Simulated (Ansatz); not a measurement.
A further run on the cluster Zn5Te4.

```yaml
crystal:
  periodic: [false, false, false]
  atoms:
    - {symbol: Zn, position_ang: [0.471493, -1.756627, -2.139936]}
    - {symbol: Zn, position_ang: [-1.626362, 0.115673, -1.241840]}
    - {symbol: Zn, position_ang: [1.740849, -0.898624, 0.394674]}
    - {symbol: Zn, position_ang: [-0.470417, 2.985848, 3.365500]}
    - {symbol: Zn, position_ang: [-0.351686, 1.173333, 1.443845]}
    - {symbol: Te, position_ang: [-1.974544, -2.199211, -2.108075]}
    - {symbol: Te, position_ang: [-1.275062, 2.463284, -0.500030]}
    - {symbol: Te, position_ang: [2.843456, -1.074099, -1.836087]}
    - {symbol: Te, position_ang: [0.642283, -0.809568, 2.621940]}
basis:
  gaussian: {orbitals: def2-SVP, point_charges: [{charge: 1.00, position_ang: [7.356, -0.346, 0.956]}]}
hamiltonian: {xc: {name: revPBE0}, dispersion: d3bj, pseudopotentials: {relativity: scalar}}
scf: {omitted_lower_state_checks: [starts]}
```

```sh
$ ansatz run in.yaml --threads 4 --pin off --events-out ev --progress --plain --max-ram 6963MiB
```

It prints (some lines left out):

```
Functional definition: revPBE0
2815 factors; integrals over basis functions are off by at most 4.2e-4 eV
mean field evaluation 1: about -273017.8219 eV, gradient 5.6e1 eV
mean field evaluation 2: about -273008.2327 eV, gradient 9.0e1 eV
mean field evaluation 4: about -273023.6007 eV, gradient 2.3e0 eV
mean field evaluation 8: about -273023.9731 eV, gradient 4.2e-1 eV
mean field evaluation 16: about -273023.9735 eV, gradient 6.4e-4 eV
mean field -273023.97353388 eV, -10033.4459650740 hartree, gradient 6.8e-5 eV, S^2 0.000000; 0 other end points of the search recorded, 0 dependent functions left out
reference -273023.97358741 eV, -10033.4459670412 hartree; 123, 123 occupied and 136, 136 virtual orbitals, 2815 factors
Total energy: -273025.43208207 eV, -10033.4995657312 hartree
Relativity: scalar
Checks for a lower state left out: starts
```

Hardware: 4 threads of Intel Xeon on a shared host. Wall time 39 s, peak host memory 1.6 GiB.

In the def2 sets Te takes a core potential; there is no spin–orbit coupling.
